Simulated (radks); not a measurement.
The numbers below are computed, except where a source is named.
Neutral neon, configuration [Ne]. Level of theory: non-relativistic Kohn-Sham, exchange-only B88, spin-polarised, spherical densities, point nucleus (a radial shooting solver on a logarithmic mesh with Libxc functionals).

Radial electron density D(r) = 4 pi r^2 rho(r):

r (bohr)  D(r) (e/bohr)
0.005578         0.2177
0.006189         0.2647
0.006923         0.3264
0.007681         0.3957
0.008523         0.4791
0.009457         0.5789
0.01049          0.6981
0.01174          0.8519
0.01302           1.022
0.01445           1.223
0.01604           1.459
0.01779           1.734
0.01974           2.053
0.02208           2.452
0.0245            2.876
0.02719           3.356
0.03017           3.894
0.03347           4.488
0.03744           5.189
0.04155           5.888
0.0461            6.624
0.05115           7.379
0.05676           8.132
0.06348           8.911
0.07044           9.570
0.07816           10.13
0.08673           10.56
0.09623           10.82
0.1076            10.87
0.1194            10.70
0.1325            10.31
0.1471            9.716
0.1632            8.970
0.1811            8.127
0.2025            7.201
0.2247            6.416
0.2493            5.789
0.2767            5.386
0.307             5.245
0.3434            5.390
0.381             5.759
0.4228            6.279
0.4691            6.851
0.5205            7.367
0.5822            7.748
0.646             7.861
0.7168            7.705
0.7954            7.283
0.8825            6.632
0.9871            5.749
1.095             4.840
1.215             3.923
1.349             3.059
1.496             2.295
1.66              1.655
1.857             1.113
2.061            0.7371
2.287            0.4672
2.537            0.2827
2.815            0.1626
3.149           0.08429
3.494           0.04296
3.877           0.02043

D(r) has 2 maxima, at r = 0.104, 0.641 bohr, and minima at 0.307 bohr, inside which lie 2.21 electrons.
